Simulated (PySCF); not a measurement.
Method: PBE0-D4/def2-TZVP // PBE0-D3(BJ)/def2-SVP (PySCF). Gas-phase values, no solvent. One relaxed conformer stands for a flexible species; it need not be the lowest. Excitations are Tamm–Dancoff values on a coarser integration grid. The basis has no diffuse functions, so Rydberg states are missing or too high.

Reference species (SMILES): `[CH3][GeH2][CH3]` (neutral, multiplicity 1).

```yaml
S1 excitation (TDA): 8.33 eV
HOMO–LUMO gap: 9.62 eV
```

Changed species: `[CH3][GeH2][GeH2][GeH2][GeH2][GeH2][CH3]` (n = 5; the reference has n = 1).

### Question
Give the shifts of the S1 excitation (TDA) and HOMO–LUMO gap.

### Answer
the S1 excitation (TDA) falls by 2.43 eV, to 5.90 eV; the HOMO–LUMO gap falls by 3.07 eV, to 6.55 eV.
